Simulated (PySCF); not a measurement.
Molfile (atoms numbered from 1):
```
C2H7F2NSi2
     RDKit          3D

 14 14  0  0  0  0  0  0  0  0999 V2000
    1.7712   -1.9434    0.3597 F   0  0  0  0  0  0  0  0  0  0  0  0
    0.9965   -0.9429   -0.2004 C   0  0  2  0  0  0  0  0  0  0  0  0
    1.3295    0.4241    0.3853 C   0  0  0  0  0  0  0  0  0  0  0  0
   -0.0836    1.6004   -0.0685 Si  0  0  0  0  0  4  0  0  0  0  0  0
   -1.3805    0.4224   -0.1463 N   0  0  0  0  0  0  0  0  0  0  0  0
   -0.8666   -1.2095    0.0521 Si  0  0  2  0  0  4  0  0  0  0  0  0
   -1.1372   -1.7759    1.5540 F   0  0  0  0  0  0  0  0  0  0  0  0
    1.2037   -0.9335   -1.2886 H   0  0  0  0  0  0  0  0  0  0  0  0
    1.3468    0.3378    1.4857 H   0  0  0  0  0  0  0  0  0  0  0  0
    2.3210    0.7850    0.0688 H   0  0  0  0  0  0  0  0  0  0  0  0
   -0.3090    2.6594    0.9608 H   0  0  0  0  0  0  0  0  0  0  0  0
    0.1399    2.2834   -1.3813 H   0  0  0  0  0  0  0  0  0  0  0  0
   -2.3506    0.6845   -0.2847 H   0  0  0  0  0  0  0  0  0  0  0  0
   -1.5450   -2.1668   -0.8575 H   0  0  0  0  0  0  0  0  0  0  0  0
  1  2  1  0
  2  3  1  0
  3  4  1  0
  4  5  1  0
  5  6  1  0
  6  7  1  0
  6  2  1  0
  2  8  1  6
  3  9  1  0
  3 10  1  0
  4 11  1  0
  4 12  1  0
  5 13  1  0
  6 14  1  6
M  END
```

Geometry: PBE0-D3(BJ)/def2-SVP; GIAO shifts from PySCF, gas phase, non-relativistic, averaged over equivalent atoms.

At PBE0/pcSseg-1 (168 basis functions, 26 s wall time on 1 thread of an Arm Neoverse V1, shared host):
```csv
atoms,δ (ppm)
F7,-155.9
F1,-241.1
C2,85.0
C3,14.5
Si6,-13.7
Si4,-26.4
N5,38.9
H14,5.10
H11,4.97
H12,4.76
H8,4.45
H9,1.75
H10,1.62
H13,1.13
```

Shifts are taken against calculated references (same method and geometry level): ¹⁹F (177.25 ppm) vs CFCl3; TMS for ¹³C (184.41 ppm), ²⁹Si (351.99 ppm), ¹H (31.27 ppm); ¹⁵N (265.67 ppm) vs NH3.

Predict the values at WP04/pcSseg-2 on the same geometry.

Results:


| atoms | δ at WP04/pcSseg-2 | change |
| --- | --- | --- |
| F7 | -163.8 | -7.9 |
| F1 | -231.9 | +9.2 |
| C2 | 91.4 | +6.4 |
| C3 | 16.6 | +2.1 |
| Si6 | -33.4 | -19.7 |
| Si4 | -32.4 | -6.0 |
| N5 | 30.8 | -8.1 |
| H14 | 4.59 | -0.51 |
| H11 | 4.36 | -0.61 |
| H12 | 4.18 | -0.58 |
| H8 | 4.47 | +0.02 |
| H9 | 1.58 | -0.17 |
| H10 | 1.59 | -0.03 |
| H13 | 1.25 | +0.12 |

Scale: CFCl3 for ¹⁹F (σ = 177.34 ppm); TMS for ¹³C (σ = 172.10 ppm) and ²⁹Si (σ = 328.00 ppm) and ¹H (σ = 31.61 ppm); ¹⁵N (σ = 244.72 ppm) against NH3 (reference shieldings calculated alike).

The largest change is at Si6 (silicon bonded to C, F, N, H, in a 5-membered ring). Cost: 364 basis functions, 110 s wall time on 1 thread of an Arm Neoverse V1, shared host.

Unscaled 19F shifts against computed CFCl3 carry errors that often reach 10 to 50 ppm. Experimental scales use liquid or dissolved standards, which lie at an offset from isolated NH3 (liquid NH3: subtract about 20 ppm).
